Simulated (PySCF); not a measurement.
Q: Give a PBE0-D3(BJ)/def2-SVP geometry of `[CH3][Al-]([CH3])([CH3])[P+](C)(C)C`.

A: 
```
atom  x, y, z in Å
C1     1.8105    1.7787   -0.8445
Al2    1.4215   -0.0899   -0.2863
C3     2.0365   -0.6414    1.5247
C4     1.4157   -1.4850   -1.7031
P5    -1.0163    0.0742    0.1803
C6    -1.7815   -1.5133    0.6645
C7    -2.0530    0.6625   -1.2051
C8    -1.4298    1.2045    1.5554
H9     1.5704    2.5240   -0.0662
H10    1.2784    2.0747   -1.7654
H11    2.8881    1.8942   -1.0597
H12    1.5815   -1.5876    1.8669
H13    3.1289   -0.8059    1.5317
H14    1.8349    0.1219    2.2969
H15    1.0233   -2.4555   -1.3523
H16    0.8360   -1.1942   -2.5967
H17    2.4459   -1.6767   -2.0536
H18   -1.2636   -1.9026    1.5532
H19   -2.8546   -1.4047    0.8837
H20   -1.6454   -2.2378   -0.1518
H21   -3.1168    0.7213   -0.9289
H22   -1.9334   -0.0228   -2.0570
H23   -1.6997    1.6561   -1.5178
H24   -1.0737    2.2149    1.3062
H25   -2.5122    1.2361    1.7529
H26   -0.9011    0.8722    2.4607
```

Any rigid rotation of these coordinates is as good. Atoms count from 1 in this order. All 3 Al–C bonds measure 1.988 to 1.990 Å. P5 (phosphorus bonded to Al and 3 C) is distorted tetrahedral (angles from 104.1° to 115.8°). All 3 C–P bonds measure 1.827 to 1.828 Å. Al2 (aluminium bonded to 3 C and P) is distorted tetrahedral (angles from 98.7° to 117.4°).

Bonds between heavy atoms (Å): C1–Al2 1.989, Al2–C3 1.990, Al2–C4 1.988, Al2–P5 2.488, P5–C6 1.828, P5–C7 1.828, P5–C8 1.827.

Level of theory: PBE0-D3(BJ)/def2-SVP geometry optimisation, gas phase in PySCF 2.14.0.

Point group: near C3v, missed by 0.21 Å at most; the miss may be what the optimiser left on a soft mode. Not checked by PBE0-D3(BJ)/def2-SVP frequencies.

On Arm Neoverse V1, one thread, no GPU, shared host, this took 5.6 min wall. These figures are those of the optimisation.
